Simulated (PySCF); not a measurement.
Numbering as in the mapped SMILES `[CH3:1][O:2][C:3](=[O:4])[c:5]1[cH:6][cH:7][n:8][cH:9][cH:10]1`. Each H is labelled by its parent atom.

GIAO PBE0/pcSseg-1 shifts (PySCF 2.14, gas phase, non-relativistic, equivalent atoms averaged), each against references optimised in the same way as the molecule (TMS, H2O, NH3).

On the GFN2-xTB geometry: C3 173.0, C7/C9 156.6, C5 141.8, C6/C10 128.5, C1 54.5, O4 427.0, O2 182.6, N8 377.8, H(C7)/H(C9) 9.19, H(C6)/H(C10) 8.14, H(C1) 4.17 ppm.

**Question.** What changes on the PBE0-D3(BJ)/def2-SVP geometry?

**Answer.** 
```json
{"atoms": "C3", "δ (ppm)": "169.8", "change": "-3.2"}
{"atoms": "C7/C9", "δ (ppm)": "156.5", "change": "-0.1"}
{"atoms": "C5", "δ (ppm)": "140.0", "change": "-1.8"}
{"atoms": "C6/C10", "δ (ppm)": "128.1", "change": "-0.4"}
{"atoms": "C1", "δ (ppm)": "52.7", "change": "-1.8"}
{"atoms": "O4", "δ (ppm)": "422.8", "change": "-4.2"}
{"atoms": "O2", "δ (ppm)": "179.6", "change": "-3.0"}
{"atoms": "N8", "δ (ppm)": "379.9", "change": "+2.1"}
{"atoms": "H(C7)/H(C9)", "δ (ppm)": "8.98", "change": "-0.21"}
{"atoms": "H(C6)/H(C10)", "δ (ppm)": "7.93", "change": "-0.21"}
{"atoms": "H(C1)", "δ (ppm)": "3.91", "change": "-0.26"}
```

Bonds between heavy atoms that differ most (equivalent bonds averaged): C7–N8 1.322 → 1.331 Å, C6–C7 1.386 → 1.394 Å, O2–C3 1.339 → 1.334 Å, C5–C6 1.392 → 1.395 Å, C1–O2 1.420 → 1.417 Å. Mean change of bonds to hydrogen: C–H +0.011 Å.
